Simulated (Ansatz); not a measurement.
Born–Oppenheimer molecular dynamics of ClF2HOZr (6 atoms, charge 0, multiplicity 1). It starts from a relaxed structure.

Method: RKS PBE/def2-SVP (Ansatz 0.2.0).

* ensemble: NVE (velocity Verlet)
* time step: 0.5 fs
* steps asked: 150
* starting velocities drawn for: 100 K
* masses: H 2.014 u
* seed: 113746

First frame:

```xyz
6
Properties=species:S:1:pos:R:3
Zr -0.051 -0.092 0.033
Cl 0.007 -0.017 2.402
F 1.714 0.129 -0.667
O -1.170 1.296 -0.639
H -1.741 1.998 -0.981
F -0.732 -1.782 -0.547
```

Problem. How far do the bonds stretch over the last three quarters of this one trajectory? (Pairs bonded in most of those frames.)

Solution. 
```
   bond  mean (Å)  spread (Å)  shortest  longest
Zr1–Cl2     2.373       0.015      2.35     2.39
 Zr1–F3     1.914       0.007      1.90     1.93
 Zr1–O4     1.913       0.005      1.91     1.92
 Zr1–F6     1.912       0.004      1.91     1.92
  O4–H5     0.970       0.004      0.96     0.98
```

Mean temperature of the second half: 26 K. The conserved energy stayed within 0.0037 meV per atom of its start (net change 0.0022 meV per atom), so the integration is sound. A run of 0.075 ps of so small a system gives no equilibrium averages.

The run took 7.7 min on 1 thread of Arm Neoverse V2, on a shared host, peak memory 0.14 GiB.
